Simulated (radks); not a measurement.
Problem. Radial electron density D(r) = 4 pi r^2 rho(r) of an atom or ion with 31 electrons. Calculated with a radial shooting solver on a logarithmic mesh with Libxc functionals: scalar-relativistic Kohn-Sham, BLYP, spin-polarised, spherical densities, finite nucleus; Fermi nuclear charge, rms radius of each element as measured or else 0.836 A^(1/3) + 0.57 fm.

| r (bohr) | D(r) (e/bohr) | spin D(r) |
|---|---|---|
| 0.002218 | 5.337 | -0.0000777 |
| 0.002501 | 6.502 | -0.0000888 |
| 0.002842 | 7.997 | -0.0000993 |
| 0.003205 | 9.669 | -0.000105 |
| 0.003642 | 11.78 | -0.000104 |
| 0.004107 | 14.11 | -0.0000884 |
| 0.004668 | 16.99 | -0.0000457 |
| 0.005305 | 20.31 | 0.0000420 |
| 0.005981 | 23.82 | 0.000191 |
| 0.006798 | 28.00 | 0.000461 |
| 0.007665 | 32.26 | 0.000875 |
| 0.008711 | 37.09 | 0.00158 |
| 0.009901 | 42.09 | 0.00269 |
| 0.01116 | 46.74 | 0.00429 |
| 0.01269 | 51.42 | 0.00683 |
| 0.01431 | 55.31 | 0.0103 |
| 0.01626 | 58.61 | 0.0158 |
| 0.01848 | 60.78 | 0.0236 |
| 0.02083 | 61.61 | 0.0337 |
| 0.02368 | 61.15 | 0.0484 |
| 0.0267 | 59.63 | 0.0665 |
| 0.03035 | 57.24 | 0.0911 |
| 0.03421 | 54.88 | 0.119 |
| 0.03889 | 53.05 | 0.154 |
| 0.0442 | 52.79 | 0.192 |
| 0.04983 | 54.54 | 0.226 |
| 0.05664 | 58.67 | 0.255 |
| 0.06386 | 64.18 | 0.269 |
| 0.07258 | 70.58 | 0.261 |
| 0.08249 | 75.74 | 0.224 |
| 0.093 | 77.86 | 0.165 |
| 0.1057 | 76.14 | 0.0878 |
| 0.1192 | 70.96 | 0.0225 |
| 0.1355 | 63.20 | -0.00771 |
| 0.1527 | 56.23 | 0.0285 |
| 0.1736 | 51.75 | 0.148 |
| 0.1973 | 51.74 | 0.329 |
| 0.2224 | 55.13 | 0.498 |
| 0.2528 | 59.61 | 0.594 |
| 0.285 | 61.38 | 0.545 |
| 0.324 | 58.16 | 0.350 |
| 0.3682 | 49.45 | 0.107 |
| 0.4151 | 38.29 | -0.00947 |
| 0.4718 | 26.43 | 0.131 |
| 0.532 | 17.71 | 0.536 |
| 0.6046 | 11.85 | 1.12 |
| 0.6872 | 8.679 | 1.61 |
| 0.7748 | 6.797 | 1.76 |
| 0.8806 | 4.950 | 1.55 |
| 0.9929 | 3.217 | 1.11 |
| 1.128 | 1.672 | 0.625 |
| 1.272 | 0.7333 | 0.293 |
| 1.446 | 0.2374 | 0.101 |
| 1.644 | 0.05793 | 0.0265 |
| 1.853 | 0.01153 | 0.00563 |
| 2.106 | 0.001433 | 0.000757 |
| 2.375 | 0.0001401 | 0.0000798 |

What is the nuclear charge?

Solution. Z = 48. The innermost maximum, from 1s, lies near gamma/Z bohr with gamma = sqrt(1 - (Z/c)^2) = 0.937, here 0.0195 bohr (found: 0.0213), and its height grows with Z. The density is that of the cadmium ion Cd17+ in [Ar] 3d10 4s2 4p1; the configuration itself is not fixed sharply by these data, and Z only to a few units. D(r) has 3 maxima, at r = 0.0213, 0.0945, 0.283 bohr, and minima at 0.0421, 0.185 bohr, inside which lie 2.00, 11.17 electrons.
